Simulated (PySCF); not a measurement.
Species: C4H6OSSi.
SMILES with atom numbers: `[CH3:1][S:2][Si@H:3]1[CH:4]=[CH:5][C:6]1=[O:7]`

Probes without a nucleus sit at each ring's centroid and 1 Å off its mean plane on both sides; NICS is minus the shielding there, NICSzz its component along the normal. Level: GIAO PBE0/pcSseg-1 (PySCF, non-relativistic, gas phase) on the GFN2-xTB geometry, one conformer.

Ring bond lengths (Å), with Mayer bond orders in brackets: Si3–C4 1.910 (0.87), C4–C5 1.344 (1.71), C5–C6 1.478 (0.96), C6–Si3 1.959 (0.81).

Q: What do the NICS probes read (ppm)?

A: 
| ring | type | NICS(0) | NICS(1), two faces | NICS(1)zz, two faces | rms pucker (Å) | centre to ring atoms, mean (Å) |
| --- | --- | --- | --- | --- | --- | --- |
| Si3–C4–C5–C6 | 4-membered ring with Si; formal bonds 1 double, 3 single | 6.0 | -3.3 / -3.5 | -3.6 / -2.9 | 0.00 | 1.18 |

Q: What can be read from them?

A: 
- Si3–C4–C5–C6: mean NICS(1)zz -3.2 ppm, shielded. Si3 has four or more neighbours, so the value isn't read as a sign of a π ring current. NICS(0) lies 9 ppm above the mean NICS(1).

Q: Give the inner angles of the rings and the Hirshfeld charges of the ring atoms.

A: 
- Si3–C4–C5–C6: Si3 69.9° (+0.316 e), C4 96.5° (-0.103 e), C5 103.5° (-0.040 e), C6 90.1° (+0.064 e); sum 360.0° against 360° for a flat convex ring.

The values belong to the conformer `[CH3:1][S:2][Si@H:3]1[CH:4]=[CH:5][C:6]1=[O:7]`: C1–S2–Si3–C4 -57°.
